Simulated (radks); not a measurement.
Values are calculated unless marked as measured or tabulated.
Charge is removed step by step from the 2s down level of the tellurium ion Te+, starting from [He] 2s(up 1, down 1) 2p6 3s2 3p6 3d10 4s2 4p6 4d10 5s2 5p3. Code: a radial shooting solver on a logarithmic mesh with Libxc functionals. Model: scalar-relativistic Kohn-Sham, PBE, spin-polarised, spherical densities, finite nucleus; open shells are filled with parallel spins first (spin-orbit coupling, left out, can overturn this in heavy ions); Fermi nuclear charge, rms radius 4.7423 fm.

| removed (e) | E - E(0) (eV) | eigenvalue (eV) | E minus straight line (eV) |
|---|---|---|---|
| 0 | 0.000 | -4858.9 | 0.000 |
| 0.25 | 1217.4 | -4888.3 | -11.085 |
| 0.5 | 2442.3 | -4917.8 | -14.793 |
| 0.75 | 3674.5 | -4947.4 | -11.104 |
| 1 | 4914.1 | -4977.0 | 0.000 |

Removing the whole electron costs 4914.1 eV by Delta-SCF, against 4858.9 eV from minus the eigenvalue at the starting occupation. Slater's transition state (half an electron removed) gives 4917.8 eV. Integrating minus the eigenvalue over the occupation (Janak's theorem) gives 4917.9 eV. In this scalar-relativistic scheme the density is built from large components alone, so the theorem holds only approximately. The mean slope of the eigenvalue, de/dn, is 118 eV per electron.
